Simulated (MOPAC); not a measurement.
MOPAC input (MNDO):

```
MNDO 1SCF CHARGE=1 GEO-OK AUX(PRECISION=9) THREADS=1
HOS2

S    -1.25753200 1   -0.39590900 1   -0.07971600 1
S     0.73035800 1   -0.20710800 1    0.18359400 1
O     1.23376500 1    1.09580100 1   -0.14400800 1
H    -1.43534500 1    0.88186900 1   -0.50998200 1
```

From the output:

```
                                                       MOPAC v23.2.5 Linux

          FINAL HEAT OF FORMATION =        242.39626 KCAL/MOL =    1014.18597 KJ/MOL

          COSMO AREA              =         94.63 SQUARE ANGSTROMS
          COSMO VOLUME            =         79.59 CUBIC ANGSTROMS

          IONIZATION POTENTIAL    =         17.133610 EV
          HOMO LUMO ENERGIES (EV) =        -17.134 -9.393
          NO. OF FILLED LEVELS    =          9
          MOLECULAR WEIGHT        =         81.1273         POINT GROUP:  Cs

          MOLECULAR DIMENSIONS (Angstroms)

            Atom       Atom       Distance
            O     3    S     1     2.90446
            H     4    S     2     2.17052
            S     2    S     1     0.00000

          SCF CALCULATIONS        =          1

   ATOM   CHEMICAL          X               Y               Z
  NUMBER   SYMBOL      (ANGSTROMS)     (ANGSTROMS)     (ANGSTROMS)

     1       S         -1.25753200  *  -0.39590900  *  -0.07971600  *
     2       S          0.73035800  *  -0.20710800  *   0.18359400  *
     3       O          1.23376500  *   1.09580100  *  -0.14400800  *
     4       H         -1.43534500  *   0.88186900  *  -0.50998200  *

                             CARTESIAN COORDINATES

   1    S       -1.257532000    -0.395909000    -0.079716000
   2    S        0.730358000    -0.207108000     0.183594000
   3    O        1.233765000     1.095801000    -0.144008000
   4    H       -1.435345000     0.881869000    -0.509982000

           Empirical Formula: H O S2  =     4 atoms

      MOLECULAR POINT GROUP   :   Cs

                  EIGENVALUES
 -48.09610 -32.19753 -27.97913 -23.55234 -22.52914 -22.22066 -20.20711 -18.15388
 -17.13361  -9.39293  -8.04458  -5.23015  -4.15980

              NET ATOMIC CHARGES AND DIPOLE CONTRIBUTIONS

  ATOM NO.   TYPE          CHARGE      No. of ELECS.   s-Pop       p-Pop
    1          S           0.216211        5.7838     1.91493     3.86886
    2          S           1.008207        4.9918     1.85888     3.13291
    3          O          -0.282362        6.2824     1.93397     4.34839
    4          H           0.057944        0.9421     0.94206
 DIPOLE           X         Y         Z       TOTAL
 POINT-CHG.     0.076    -2.601     0.829     2.731
 HYBRID        -0.150     2.082    -0.678     2.194
 SUM           -0.075    -0.519     0.151     0.546

          ATOMIC ORBITAL ELECTRON POPULATIONS

     Atom    s        px        py        pz
    1  S   1.91493   0.95778   1.19359   1.71749
    2  S   1.85888   1.12839   1.03911   0.96541
    3  O   1.93397   1.77057   1.27391   1.30391
    4  H   0.94206

 **********************
 *                    *
 * JOB ENDED NORMALLY *
 *                    *
 **********************

 == MOPAC DONE ==
```

The dipole moment of an ion depends on the origin.

The geometry given is a B3LYP-D3(BJ)/def2-TZVP minimum.
